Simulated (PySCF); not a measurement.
**Spin states of SbF**

Unrestricted PBE0; Sb x2c-SVPall, F x2c-SVPall; spin-free X2C with a Gaussian nucleus (PySCF 2.14). Outer shells of the fragments: Sb 4d10 5s2 5p3; F 2s2 2p5.

Followed along the bond (rough minima from three points):

| 2Ms+1 | unpaired | ⟨S²⟩ at the start | R at minimum (Å) | Te (eV) |
| --- | --- | --- | --- | --- |
| 3 | π ↑↑ | 2.00 | 1.95 | 0.00 |
| 1 | π ↑↓ | 1.01 | 1.95 | 0.32 |
| 1 | none | 0.00 | 1.95 | 1.27 |
| 5 | σ ↑↑, π ↑↑ | 6.00 | none in the scan | ≤ 5.28 |

Solutions found at the starting distance of 1.980 Å, counted from the lowest of them; the search is not exhaustive and high or unbound solutions are not listed, so other states can lie among these:

```tsv
2Ms+1	unpaired	term	E (eV)	⟨S²⟩	⟨Lz²⟩	μ (D)
3	π ↑↑	³Σ⁻	0.00	2.00	0.00	-2.67
1	π ↑↓	mixed	0.32	1.01	2.01	-2.66
1	none	mixed	1.27	0.00	2.00	-2.58
3	σ ↑, π ↑	³Π	2.89	2.01	1.01	-2.31
1	σ ↓, π ↑	mixed	3.22	1.01	1.01	-2.26
3	σ ↑, π ↑	³Π	5.71	2.01	1.00	-1.00
5	σ ↑↑, π ↑↑	⁵Σ⁻	5.94	6.00	0.00	-0.65
1	σ ↓, π ↑	mixed	6.11	1.02	1.00	-0.52
3	π ↑↑	mixed	6.65	2.00	2.01	2.07
5	σ ↑, π ↑↑↑	⁵Π	6.91	6.00	1.00	2.34
1	σ ↓↓, π ↑↑	mixed	7.32	2.00	0.00	0.28
3	σ ↑, π ↑↑↓	mixed	7.59	3.01	3.02	2.35
```

A term symbol is given only where ⟨S²⟩ and ⟨Lz²⟩ are close to those of a pure state; real π, δ and φ orbitals otherwise mix terms. A positive dipole means Sb(−)F(+).

Spin–orbit coupling is left out. Counting both spins, an empty level lies below a filled one in some of these solutions, because spin and occupation are held.
